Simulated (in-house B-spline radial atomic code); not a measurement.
RPA and G0W0 for Ga+, [Ar] 3d10 4s2, as one setting changes: the share of exact exchange in the PBE hybrid start. A dash marks a level of low quasi-particle weight. Computed with a B-spline radial code for spherical atoms: all electrons, scalar-relativistic (spin-free one-electron X2C), finite nucleus, each spin shell either full or empty, empty states to l = 9 with an (l + 1/2)⁻⁴ tail; G0W0 by contour deformation at full frequency.

| share of exact exchange in the PBE hybrid start | mean-field level (eV) | G0W0 level (eV) | RPA correlation (Eh) |
| --- | --- | --- | --- |
| 0 | -16.326 | 4s -20.827 | -2.311 |
| 0.1 | -16.682 | 4s -20.795 | -2.2817 |
| 0.2 | -17.038 | 4s -20.758 | -2.2538 |
| 0.3 | -17.393 | 4s -20.717 | -2.227 |
| 0.4 | ? | ? | ? |
| 0.5 | -18.100 | 4s -20.631 | -2.1766 |
| 0.6 | -18.451 | 4s -20.586 | -2.1528 |
| 0.7 | ? | ? | ? |
| 0.8 | -19.151 | 4s -20.496 | -2.1077 |
| 0.9 | -19.499 | 4s -20.452 | -2.0863 |
| 1 | -19.846 | 4s -20.407 | -2.0655 |

What belongs in the row for 0.7?

mean-field level (eV): -18.802; G0W0 level (eV): 4s -20.541; RPA correlation (Eh): -2.1299.

What belongs in the row for 0.4?

mean-field level (eV): -17.747; G0W0 level (eV): 4s -20.675; RPA correlation (Eh): -2.2013.
